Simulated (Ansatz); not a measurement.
`C=C(N)BF` and `C=C(N)Br` differ in one atom or group.

Ansatz, PBE0-D4/def2-TZVP geometries, multiplicity 1. Each molecule was computed in one conformer, which needn't be the lowest.

Scalar relativity is left out up to krypton. Spin–orbit coupling is left out; it splits and shifts lone-pair levels of the heavy atoms by tenths of an eV.

| property | `C=C(N)BF` |
| --- | --- |
| HOMO–LUMO gap (PBE0/def2-TZVPP) / eV | 5.11 |
| zero-point energy (PBE0-D4/def2-TZVP) / kJ/mol | 197.6 |
| HOMO–LUMO gap (ωB97M-V/def2-TZVPP) / eV | 9.32 |
| LUMO energy (B3LYP/def2-TZVPP) / eV | -1.50 |
| LUMO energy (PBE0/def2-TZVPP) / eV | -1.28 |
| HOMO energy (PBE/def2-TZVPP) / eV | -5.27 |

What does the change do to each property? (Best estimate.)

The calculation gave: 
| property | `C=C(N)Br` | shift |
| --- | --- | --- |
| HOMO–LUMO gap (PBE0/def2-TZVPP) / eV | 6.57 | 1.46 |
| zero-point energy (PBE0-D4/def2-TZVP) / kJ/mol | 155.9 | -41.7 |
| HOMO–LUMO gap (ωB97M-V/def2-TZVPP) / eV | 10.81 | 1.49 |
| LUMO energy (B3LYP/def2-TZVPP) / eV | -0.17 | 1.33 |
| LUMO energy (PBE0/def2-TZVPP) / eV | 0.11 | 1.39 |
| HOMO energy (PBE/def2-TZVPP) / eV | -5.29 | -0.02 |

With PBE0 the HOMO falls by 0.07 eV and the LUMO rises by 1.39 eV, so the gap widens by about 1.46 eV. PBE moves the HOMO by -0.02 eV and ωB97M-V by -0.10 eV. The zero-point energy changes by -41.7 kJ/mol with -6 modes.

B3LYP here is the variant with VWN-RPA as its local correlation; programs differ in this.
